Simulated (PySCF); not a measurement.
C4H4B2ClF3.
Geometry (PBE0-D3(BJ)/def2-SVP, Å), atoms numbered from 1 in this order:
```xyz
14
C4H4B2ClF3 angstrom
B     -0.9448    0.6304    1.3701
C     -0.6841    0.2040   -0.0903
B     -1.4490   -0.9307   -0.8245
F     -2.4595   -1.5645   -0.2683
F     -1.1063   -1.3029   -2.0458
C      0.2803    1.0770   -0.9298
C      0.8071    0.0288   -0.1047
C      1.8068   -0.6759    0.3901
F      1.6326   -1.6707    1.2424
Cl     3.4491   -0.4105   -0.0124
H     -1.5878   -0.0757    2.1073
H     -0.4285    1.6410    1.7865
H      0.2670    0.9121   -2.0121
H      0.4100    2.1155   -0.6083
```

Level: B3LYP/def2-SVPD in PySCF, non-relativistic, on one gas-phase PBE0-D3(BJ)/def2-SVP geometry that isn't relaxed in the solvent. The solvent is an IEF-PCM continuum (Bondi radii, 1.10 Å for H, scaled by 1.2). The model holds no explicit solvent molecules, cavitation or dispersion.

Gas phase at B3LYP/def2-SVPD: HOMO -7.53 eV, LUMO -1.98 eV, dipole 2.15 D.

Problem. What does the continuum do to the energy, the frontier levels and the dipole at B3LYP/def2-SVPD in chloroform?

Solution. 
| solvent | ε | E(solvent) − E(gas) (kcal/mol) | polarisation term (kcal/mol) | distortion of the solute (kcal/mol) | HOMO (eV) | LUMO (eV) | dipole (D) |
| --- | --- | --- | --- | --- | --- | --- | --- |
| chloroform | 4.711 | -2.08 | -2.28 | 0.20 | -7.36 | -1.81 | 2.59 |

Polarisation term: ½ Σ q·V over the induced surface charges. Distortion: the rise of the solute's own energy as its density leaves the gas-phase optimum.

Problem. Which radius a makes the point-dipole formula ΔE = −[(ε − 1)/(2ε + 1)]·μ²/a³ give the value in chloroform, with the gas-phase dipole?

Solution. μ = 0.846 au and |ΔE| = 0.00332 Eh give a = 2.25 Å; the farthest nucleus lies 3.47 Å from the centroid of the nuclei, so such a sphere wouldn't even hold the nuclei. The formula assumes a rigid point dipole at the centre of a sphere.

Problem. Give the dipole vector in the frame of the coordinates (D, pointing from negative to positive charge), gas and chloroform.

Solution. Gas (0.40, 1.96, -0.79), solvent (0.39, 2.35, -1.02). Its length changes by +20 % and its direction by 2°.

Problem. How does the static polarisability (B3LYP/def2-SVPD, frozen core, with the continuum's full static response) change?

Solution. 
```tsv
medium	isotropic (au)	principal values (au)	⟨r²⟩ of the electrons (bohr²)
gas	91.0	75.0, 81.1, 116.9	1812.5
chloroform	111.1	90.3, 100.2, 142.8	1813.0
```

The isotropic value in chloroform is 1.22 times the gas-phase one; no cavity-field correction is applied. ⟨r²⟩ is taken about the centre of nuclear charge.
